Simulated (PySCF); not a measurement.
Ionisation energy of I by level of theory

I [Kr] 4d10 5s2 5p5 (2P) → I⁺ [Kr] 4d10 5s2 5p4 (3P), as a difference of total energies. Computed with PySCF 2.14 in aug-cc-pwCVTZ-DK3 (10s9p7d4f1g, 109 functions), with the spin-free X2C one-electron Hamiltonian (Gaussian nucleus). Correlated levels: valence: [Kr] 4d10 frozen. The calculations carry no spin-orbit coupling.

| method | ionisation energy (eV) |
| --- | --- |
| UHF | 9.543 |
| MP2 (valence) | 10.301 |
| SCS-MP2 (valence) | 10.306 |
| CCSD (valence) | 10.318 |
| CCSD(T) (valence) | 10.360 |

Q: How much does correlation contribute at CCSD(T) (valence)?

A: 10.360 − (9.543) = 0.817 eV, measured against UHF.

Errors of the correlated levels include the incompleteness of this basis and the frozen core.

For comparison: 10.519 eV (measured; NIST levels, between the centres of gravity of the two terms).
